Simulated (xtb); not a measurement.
HOP, SMILES O=P. All values are semi-empirical tight-binding results from xtb (GFN2-xTB unless named), good for trends rather than for accurate numbers. Coordinates come from a GFN2-xTB optimisation.

Optimised geometry:

```xyz
3

P     -0.1143    -0.4603     0.0000
O      0.0564     0.9852     0.0000
H      1.2629    -0.9768     0.0000
```

Q: Estimate the properties. (Estimate from the structure and the level; the computed values follow.)

A: 
* **point group as xtb finds it**: Cs
* **orbital gap**: 2.17 eV
* **zero-point energy**: 5.9 kcal/mol
* **G − E(el) at 298.15 K (modified RRHO)**: -8.4 kcal/mol
* **static polarisability (D4 model)**: 32.9 bohr³
* **solvation energy, GFN2-xTB/ALPB(water)**: 0.2 kcal/mol
* **solvation energy, GFN2-xTB/ALPB(acetonitrile)**: -3.1 kcal/mol

Computed atomic charges and the Wiberg bond orders between heavy atoms:
charges (e) P1 0.24, O2 -0.27, H3 0.02. Bond orders P1–O2 2.33.
